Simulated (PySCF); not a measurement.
Se(Et)(SiH3), SMILES CC[Se][SiH3] (C₂H₈SeSi) (CAM-B3LYP/def2-SVP optimised geometry):

```
12

Se     0.114    -1.073    -1.857
C     -1.830    -1.142    -1.523
C     -2.564     0.159    -1.794
H     -1.985    -1.493    -0.493
H     -2.182    -1.941    -2.190
H     -2.410     0.496    -2.829
H     -2.225     0.965    -1.127
H     -3.647     0.027    -1.634
Si     0.739     0.086     0.000
H      0.225    -0.581     1.229
H      0.249     1.493     0.000
H      2.225     0.086     0.000
```

Method: CAM-B3LYP/def2-TZVP in PySCF.

Question: What are the frontier orbital energies and the dipole moment?

Answer: HOMO-2 -10.44 eV, HOMO-1 -9.59 eV, HOMO -7.86 eV, LUMO 0.88 eV, LUMO+1 1.41 eV; dipole moment 1.53 D.

On the same geometry PBE/def2-TZVP in PySCF gives HOMO-2 -7.94 eV, HOMO-1 -7.20 eV, HOMO -5.47 eV, LUMO -0.97 eV, LUMO+1 -0.53 eV; dipole moment 1.50 D.

Meta-Löwdin charges at CAM-B3LYP/def2-TZVP: Se1 -0.12, C2 -0.26, C3 -0.32, H4 0.12, H5 0.12, H6 0.12, H7 0.11, H8 0.11, Si9 0.41, H10 -0.10, H11 -0.10, H12 -0.08.
